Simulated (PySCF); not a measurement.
## How methods differ on the ionisation energy of Be⁺

Be⁺ [He] 2s1 (2S) → Be²⁺ 1s2 (1S), as a difference of total energies. Computed with PySCF 2.14 in def2-SVP (3s2p, 9 functions), with no relativity, point nucleus. The calculations carry no spin-orbit coupling.

```csv
method,ionisation energy (eV)
UHF,17.855
M06-L,17.476
PBE0,18.211
```

For comparison: 18.211 eV (measured; NIST Atomic Spectra Database, ionization energies).
